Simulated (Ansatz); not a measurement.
A run for Ansatz (a program for electronic structure): SC-NEVPT2 on SA-CASSCF(4,5)/cc-pV(T+d)Z on AlH (SMILES [AlH]), 2S+1 = 3, a spin state set in the input, which need not be the lowest. Files ending in .json are basis or fitting sets from the Basis Set Exchange.

Ansatz 0.2 input:
```yaml
crystal:
  periodic: [false, false, false]
  atoms:
    - {symbol: Al, position_ang: [-0.00000000, -0.00000000, -0.11472575]}
    - {symbol: H, position_ang: [0.00000000, 0.00000000, 1.49143473]}
basis:
  gaussian:
    orbitals: cc-pV_T+d_Z.json
magnetization: {spin_polarized: false, initial_magnetization: 2}
correlation: {method: sc_nevpt2, electrons: outside_noble_gas, active_space: {window: {electrons: 4, orbitals: 5}, states: [{multiplicity: 1, weights: [1]}, {multiplicity: 3, weights: [1]}]}}
output: {orbitals: {seedname: ./end}}
```

It printed:

```
WARN ansatz: RAYON_NUM_THREADS=2 ignored (pool sized by the plan → 2); use --threads N
Functional definition: HF
integrals: 0.01 GiB planned
600 factors; integrals over basis functions are off by at most 2.3e-7 eV
mean field: 0.09 GiB planned
mean field evaluation 1: about -6595.7549 eV, gradient 5.7e0 eV
mean field evaluation 2: about -6595.7557 eV, gradient 5.7e0 eV
mean field evaluation 4: about -6596.4602 eV, gradient 1.3e0 eV
mean field evaluation 8: about -6596.5264 eV, gradient 4.4e-5 eV
mean field evaluation 16: about -6596.5252 eV, gradient 5.0e-1 eV
mean field -6596.52643931 eV, -242.4178753584 hartree, gradient 1.7e-6 eV, S^2 2.000000; 2 other end points of the search recorded, 0 dependent functions left out
reference -6596.52643931 eV, -242.4178753584 hartree; 8, 6 occupied and 45, 47 virtual orbitals, 600 factors
configuration interaction: 0.09 GiB planned
configuration interaction: 0.00 GiB planned
state -6598.82879831 eV, -242.5024854911 hartree
state -6598.82879831 eV, -242.5024854911 hartree; corrected -6599.61979473 eV, -242.5315540735 hartree
configuration interaction: 0.00 GiB planned
state -6596.97149714 eV, -242.4342309318 hartree
state -6596.97149714 eV, -242.4342309318 hartree; corrected -6597.74171273 eV, -242.4625358330 hartree
Total energy: -6598.68075373 eV, -242.4970449532 hartree
```

Self-consistency was reached. The last total energy is the mean of the averaged states.

Cost: roughly 0.9 core-seconds.
